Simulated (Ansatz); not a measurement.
Total energies of the cluster CdCl₂⁻ from Ansatz at PBE0-D4/def2-TZVPD, gas phase (1 Eh = 27.2114 eV = 2625.5 kJ/mol). The reference geometry is relaxed at r2SCAN-D4/def2-TZVPD.

```xyz
3

Cd    0.4238    0.7050   -0.2507
Cl    1.6468   -1.3677    0.4135
Cl   -2.0706    0.6627   -0.1628
```

```json
{"state": "charge -1 doublet", "geometry": "reference", "energy (Eh)": "-1088.04243"}
{"state": "charge 0 singlet", "geometry": "reference", "energy (Eh)": "-1087.94361"}
{"state": "charge -1 quartet", "geometry": "relaxed at r2SCAN-D4/def2-TZVPD", "energy (Eh)": "-1087.84264"}
```

In the def2 sets Cd takes a core potential; there is no spin–orbit coupling.

Question: Work out the vertical ionisation energy to the singlet.

Answer: E(charge 0 singlet) − E(charge -1 doublet) = -1087.94361 − (-1088.04243) = 0.09882 Eh = 2.69 eV. For comparison, −ε of the highest occupied level of the spin that leaves is 0.85 eV at this level, 1.84 eV less.

Question: Which of the charge -1 states is lowest, and how far above it are the others?

Answer: The doublet. quartet: -1087.84264 − (-1088.04243) = 0.19979 Eh = 524.5 kJ/mol.

At PBE0-D4/def2-TZVPD the highest occupied level of the charge -1 quartet lies above zero (up to 1.70 eV). It is a level of α spin, whose loss leaves a triplet; that state wasn't run at this geometry and level. The electron is either unbound and held by the finite basis, or the level is raised by self-interaction error. 

The structure comes from a short search, and lower isomers may exist.
